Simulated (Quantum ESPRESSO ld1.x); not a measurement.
Sr0.25+, configuration [Ar] 3d10 4s(up 1, down 0.75) 4p6 5s2 (fractional occupations, a model configuration). Calculated with ld1.x of Quantum ESPRESSO 7.5: scalar-relativistic Kohn-Sham, LDA (Slater exchange, Perdew-Zunger correlation), spin-polarised, spherical densities, point nucleus.

Normalised radial functions P(r) = r R(r), r in bohr:

r	4p up
0.001321	0.0005
0.001776	0.0009
0.002368	0.0015
0.003184	0.0025
0.004247	0.0042
0.00571	0.0072
0.007615	0.0120
0.01024	0.0203
0.01366	0.0332
0.01836	0.0540
0.02449	0.0842
0.03292	0.1276
0.04391	0.1810
0.05904	0.2391
0.07937	0.2791
0.1059	0.2669
0.1423	0.1630
0.1898	-0.0380
0.2552	-0.2893
0.3404	-0.4434
0.4577	-0.3584
0.6104	-0.0062
0.8207	0.4822
1.095	0.8307
1.472	0.8755
1.963	0.6480
2.639	0.3364
3.548	0.1191
4.732	0.0278
6.362	0.0034
8.486	0.0002
11.41	0.0000

4p up: eigenvalue -25.776 eV, 2 radial nodes at r = 0.181, 0.613 bohr, <r> = 1.55 bohr, 90 % of the charge inside 2.33 bohr.
